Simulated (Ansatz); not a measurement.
Molecule: C₅H₅Se, net charge 0, doublet state. It need not be the lowest isomer of its formula. 
Coordinates optimised at B3LYP-D3(BJ)/def2-TZVP (Ansatz, an electronic-structure program):
SMILES: [CH2]c1cc[se]c1
```xyz
11

C     -2.5762    -1.3153     0.0002
C     -1.2832    -0.7938    -0.0117
C     -0.0940    -1.6195    -0.1340
C      1.0820    -0.9654    -0.1296
Se     0.8542     0.8980     0.0393
C     -0.9758     0.5655     0.0908
H     -3.4387    -0.6711     0.0928
H     -2.7456    -2.3792    -0.0831
H     -0.1626    -2.6959    -0.2228
H      2.0699    -1.3889    -0.2088
H     -1.6833     1.3724     0.1905
```
Charge 0, spin multiplicity 2.

Wanted: atomisation energy (electronic, to ground-state atoms), in kJ/mol. Cores are frozen in the correlated levels unless marked. UHF or UKS for open shells. Spin-orbit coupling is left out. Frozen are the shells of the preceding noble gas and the d and f shells that filled before the atom's block. No relativistic terms. The coupled-cluster limit lacks core correlation, which all-electron functionals hold. Basis-set limits of correlation are two-point, X^-3; Hartree-Fock from the larger set.

The UHF reference is spin-contaminated (<S^2> 0.39 over the pure value in the largest basis). 

```tsv
level	program	atomisation energy (kJ/mol)
revPBE-D3(BJ)/def2-TZVPD	Ansatz + dftd3	?
B3LYP/def2-TZVPD	Ansatz	4735.8
PBE0/def2-SVP	Ansatz	?
PBE0/def2-TZVPD	Ansatz	?
r2SCAN0/def2-TZVPD	Ansatz	4743.2
wB97M-V/def2-TZVPD	Ansatz	4771.5
SCS-MP2/STO-3G	Ansatz	4689.9
CCSD/cc-pVQZ	Ansatz	?
CCSD(T)/CBS(cc-pVTZ,cc-pVQZ)	Ansatz	4754.0
```

### Question
Some entries are withheld; supply them.

### Answer

- revPBE-D3(BJ)/def2-TZVPD, atomisation energy (kJ/mol): 4829.9
- PBE0/def2-SVP, atomisation energy (kJ/mol): 4895.4
- PBE0/def2-TZVPD, atomisation energy (kJ/mol): 4842.6
- CCSD/cc-pVQZ, atomisation energy (kJ/mol): 4599.9
